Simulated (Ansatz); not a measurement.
Ansatz (a first-principles code) input:

Ansatz 0.2 input:
```yaml
crystal:
  periodic: [false, false, false]
  atoms:
    - {symbol: Zn, position_ang: [0.00000000, 0.00000000, 0.00000000]}
    - {symbol: Cl, position_ang: [0.00000000, 0.00000000, 2.09825127]}
    - {symbol: Cl, position_ang: [-0.00000000, -0.00000000, -2.09825127]}
basis:
  gaussian:
    orbitals: def2-TZVPD
hamiltonian:
  xc: {name: wB97M-V}
total_charge: 1
magnetization: {spin_polarized: true, initial_magnetization: 1}
```

What final total energy does it print?

-2699.36402 Eh (wB97M-V/def2-TZVPD). The basis has 143 functions.

This state (charge 1, doublet) is run at the relaxed geometry of the species with charge 0 and multiplicity 1.
